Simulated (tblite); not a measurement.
Compound: C8H16Si.
Structure used (GFN2-xTB), in Å, numbered top down from 1:
```
atom  x, y, z in Å
C1     2.1393    1.0315    0.0791
C2     1.5060   -0.3475   -0.0914
C3     2.3778   -1.3869    0.6139
C4     0.0670   -0.3349    0.4478
C5    -0.6329   -1.6588    0.3109
C6    -1.8246   -1.7146   -0.2576
C7    -2.4551   -0.4538   -0.7653
Si8   -1.1209    0.8739   -0.4549
C9    -1.7000    2.3144    0.6382
H10    3.1572    1.0343   -0.3051
H11    2.1725    1.3011    1.1329
H12    1.5703    1.7917   -0.4501
H13    1.4721   -0.5903   -1.1596
H14    3.4032   -1.3234    0.2544
H15    2.3809   -1.2132    1.6886
H16    2.0216   -2.3961    0.4276
H17    0.1318   -0.1014    1.5184
H18   -0.1564   -2.5425    0.7097
H19   -2.3720   -2.6417   -0.3608
H20   -3.3871   -0.2659   -0.2287
H21   -2.7259   -0.5662   -1.8157
H22   -0.5763    1.3741   -1.7288
H23   -0.8712    2.9623    0.9044
H24   -2.1519    1.9584    1.5595
H25   -2.4362    2.9198    0.1202
```

Computed with GFN2-xTB (tblite): harmonic, unscaled wavenumbers at the GFN2-xTB geometry, gas phase. The method is semi-empirical: single wavenumbers can be off by several per cent or more. Modes of hydrogen on silicon can be 10 to 20 % off. One conformer, not necessarily the lowest.

Harmonic wavenumbers (cm⁻¹): 30.6, 60.7, 119.7, 135.4, 147.6, 181.7, 213.8, 224.6, 263.0, 333.1, 347.4, 414.7, 428.1, 482.6, 618.6, 630.5, 645.3, 702.2, 710.8, 766.2, 784.4, 816.8, 833.1, 841.9, 904.6, 910.0, 945.9, 970.3, 987.2, 1006.1, 1049.8, 1095.0, 1103.4, 1144.8, 1150.9, 1181.2, 1215.4, 1246.9, 1253.4, 1318.4, 1323.8, 1340.6, 1369.3, 1408.3, 1421.9, 1466.8, 1483.0, 1488.4, 1496.3, 1500.7, 1505.9, 1516.2, 1715.8, 2182.5, 2887.9, 2924.3, 2955.4, 2983.3, 3019.1, 3022.2, 3025.2, 3030.9, 3036.9, 3040.3, 3047.6, 3049.0, 3051.5, 3052.1, 3073.9.

A = 1835, B = 1098, C = 764.8 MHz; mass 140.102 u (most abundant isotopes); point group C1, symmetry number 1.

What is the zero-point energy?

Half the sum of the wavenumbers: 47318 cm⁻¹ = 135.29 kcal/mol.

What is S at 200 K and 1 bar for an ideal gas of classical rigid rotors and harmonic oscillators?

Translation 38.77, rotation 28.53, vibration 23.45: S = 90.7 cal/(mol K).

And Cp and H(200 K) − H(0)?

Cp = 33.08 cal/(mol K), of which vibrations give 25.13 (their classical limit is 69 R = 137.1); H(200 K) − H(0) = 4.12 kcal/mol without the zero-point energy, 2.53 from vibrations.

What must be added to the electronic energy to get the Gibbs energy at 200 K and 1 bar?

ZPE + [H(200 K) − H(0)] − T·S = 135.29 + 4.12 − 18.15 = 121.26 kcal/mol.

How do the functions run with temperature in this model?

| T (K) | S (cal/(mol K)) | Cp (cal/(mol K)) | H − H(0) (kcal/mol) | G − H(0) (kcal/mol) | ln q(vib) |
| --- | --- | --- | --- | --- | --- |
| 100 | 72.4 | 21.1 | 1.41 | -5.83 | 2.26 |
| 300 | 106.6 | 46.2 | 8.08 | -23.91 | 8.61 |
| 500 | 136.2 | 70.7 | 19.87 | -48.23 | 15.01 |
| 800 | 175.2 | 95.1 | 45.06 | -95.11 | 24.42 |
| 1000 | 197.7 | 106.0 | 65.23 | -132.44 | 30.34 |

q(vib) and H(0) count from the zero-point level.

Which modes carry the vibrational entropy at 200 K?

30.6 cm⁻¹: 5.00; 60.7 cm⁻¹: 3.65; 119.7 cm⁻¹: 2.34; 135.4 cm⁻¹: 2.12; 147.6 cm⁻¹: 1.96; 181.7 cm⁻¹: 1.59 cal/(mol K); the other 63 give 6.79 together.

Hindered rotation and anharmonicity are outside this model. Other conformers, if any are populated, would add a mixing term that is left out. The structure is chiral; the term R ln 2 for an equal mix with its mirror image is left out.

Time: 1.3 s wall. Hardware: Arm Neoverse V1, one thread (shared host). This covers the Hessian and the dipole derivatives.
